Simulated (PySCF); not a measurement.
# Reading the logs of faulty runs: GeH6N2Si

Calculated results; nothing here was measured. They come from PySCF 2.14.0, an open-source quantum chemistry program, on an isolated molecule that a program drew, which may never have been made. The molecule is GeH6N2Si (charge 0, singlet), drawn as the SMILES string `[NH2][Ge][NH][SiH3]`.

Each row is a Hartree-Fock (HF) and frozen-core CCSD(T) single point in the cc-pV(D+d)Z basis, meant for a local HF minimum. Run 1 is clean. Each other run has one planted mistake out of seven kinds, and not every kind appears here: one electron removed, one electron added, multiplicity raised by two, geometry at a saddle point, minimal basis STO-3G, one bond length entered in bohr, all coordinates scaled. The reference is restricted for singlets and unrestricted otherwise, and also for a bond in bohr. Adding or removing an electron swaps singlet and doublet. Electrons count all cores. HOMO and LUMO are orbital energies over both spins, the gradient is its largest component, and the lowest frequency (negative if imaginary) is given only where the gradient is small. Bond lengths are over the 9 bonds as drawn. T1 is the CCSD diagnostic: over 0.02 (restricted) or 0.045 (unrestricted) a single reference is doubtful. Germanium has the cc-pVDZ-PP basis, with a core potential (ECP10MDF) in place of its 10 inner electrons, and its 3s, 3p and 3d shells are frozen in CCSD(T).

Geometry of the clean run:
```xyz
10
GeH6N2Si, angstrom
N    -1.2622   -1.9910   -1.3287
Ge   -0.4715   -0.5370   -0.5705
N     1.2416   -1.2350   -0.4170
Si    2.6490   -0.4637    0.2260
H    -2.2362   -1.9835   -1.5655
H    -0.8335   -2.8682   -1.5609
H     1.3788   -2.1768   -0.7479
H     3.2071   -1.1935    1.3918
H     3.7382   -0.3550   -0.7765
H     2.2570    0.8975    0.6565
```

| run | electrons | basis functions | <S^2> | HOMO (eV) | LUMO (eV) | gradient (hartree/bohr) | lowest frequency (cm^-1) | mean bond (Å) | longest bond (Å) | T1 | HF (hartree) | CCSD(T) (hartree) | mistake |
|---|---|---|---|---|---|---|---|---|---|---|---|---|---|
| 1 | 66 | 104 | 0.000 | -9.47 | 2.28 | 4.2e-05 | 94 | 1.4298 | 1.856 | 0.0155 | -694.76132 | -695.35185 | no fault |
| 2 | 66 | 104 | 2.035 | -5.14 | -0.28 | 1.3e-01 | - | 1.4298 | 1.856 | 0.0509 | -694.61730 | -695.17522 | multiplicity raised by two |
| 3 | 67 | 104 | 0.767 | 0.84 | 8.25 | 6.3e-02 | - | 1.4298 | 1.856 | 0.0144 | -694.70324 | -695.29705 | one electron added |
| 4 | 65 | 104 | 0.787 | -15.07 | -6.40 | 8.9e-02 | - | 1.4298 | 1.856 | 0.0525 | -694.46010 | -695.02469 | ? |

**Which mistake was planted in run 4, and what did it cost?**

It counts 65 electrons, one fewer than the clean run, at the same geometry and basis. So the mistake is: one electron removed. Subtracting run 1 and multiplying by 627.51 kcal/mol a hartree, the energy moved by 189.0 kcal/mol in HF and 205.3 kcal/mol in CCSD(T).

Cautions from the logs. Run 2: T1 is over the limit, so its CCSD(T) energy is less reliable; run 3: the HOMO is above zero, so the electron isn't bound and the energy depends on the basis; run 4: T1 is over the limit, so its CCSD(T) energy is less reliable.
